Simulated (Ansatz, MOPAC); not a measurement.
Isomers of CH3NO: 1 is O=CN, 2 is C=NO; one conformer of each (the lowest of an xTB search), B3LYP-D3(BJ)/def2-TZVP minima.
Isomer 1 (charge 0, multiplicity 1):
| atom | x (Å) | y (Å) | z (Å) |
|---|---|---|---|
| N | -0.6935 | -0.0314 | -0.0093 |
| C | 0.6612 | 0.0338 | 0.0080 |
| O | 1.3082 | 1.0440 | -0.1452 |
| H | -1.2270 | 0.8098 | -0.1588 |
| H | -1.1758 | -0.9022 | 0.1246 |
| H | 1.1269 | -0.9540 | 0.1806 |
Isomer 2 (charge 0, multiplicity 1):
```xyz
6

C     -0.87391     0.08681     0.06324
N      0.19656    -0.58638     0.09102
O      1.31653     0.21294    -0.15785
H     -1.79227    -0.45533     0.24633
H     -0.89346     1.15678    -0.13278
H      2.04655    -0.41482    -0.10746
```

No zero-point or thermal terms.

The state that PM3 reach isn't checked.

The values were computed with Ansatz (Gaussian orbitals); MOPAC for PM3 (differences of heats of formation). Each number belongs to the level named beside it.

Q: One of these levels gives 239.4 kJ/mol for the electronic energy of isomer 2 less that of isomer 1. Name it.
A. r2SCAN/def2-TZVPP
B. PM3
C. HF/cc-pVQZ

A: C, HF/cc-pVQZ. The others give 194.8 (PM3), 220.3 (r2SCAN/def2-TZVPP)

Ansatz is a first-principles code.
